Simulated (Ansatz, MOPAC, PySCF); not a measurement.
Species: CH₃AlF, net charge 0, doublet state. SMILES: [CH3][Al][F]
Geometry: optimised at B3LYP-D3(BJ)/def2-TZVP (Ansatz, a first-principles code).

Property: vertical ionisation energy to the singlet, in eV. Terms: 6-311+G** with 5d, 6d on Na to Ar in Ansatz; dispersion terms only where a functional's name holds one; frozen cores in correlated levels; non-relativistic; 6-31G* and kin with 6d, 5d where marked; open shells spin-unrestricted; PM7 with its own dispersion and hydrogen-bond terms; each state is the SCF solution reached for its charge and spin; no spin-orbit coupling. First-principles rows: single points at B3LYP-D3(BJ) geometries (Ansatz). Semi-empirical rows: differences of heats of formation at the shared geometry for vertical values. The spin state of an ion or metal species was assumed, not searched.

| level | program | vertical ionisation energy to the singlet (eV) |
|---|---|---|
| PM7 | MOPAC | 8.92 |
| MNDO | MOPAC | 7.98 |
| HF/6-311+G** | Ansatz | 7.91 |
| PBE/6-311+G** | Ansatz | 7.97 |
| B3LYP/3-21G | Ansatz | 7.78 |
| B3LYP/6-31G* | Ansatz | 7.88 |
| B3LYP/6-311+G** | Ansatz | 8.11 |
| M06-2X/6-31G* (5d) | PySCF | 7.99 |
| MP2/6-31G* | Ansatz | 7.57 |
| MP2/6-311+G** | Ansatz | 7.86 |
| B3LYP/def2-TZVPD | Ansatz | 8.05 |

No value to compare with is used here. The 10 habitual levels span 7.57 (MP2/6-31G*) to 8.92 eV (PM7); B3LYP/def2-TZVPD gives 8.05.

The levels are drawn from those run, B3LYP/6-31G* more often than the rest, none by its result; runs whose electronic state is in doubt are left out.
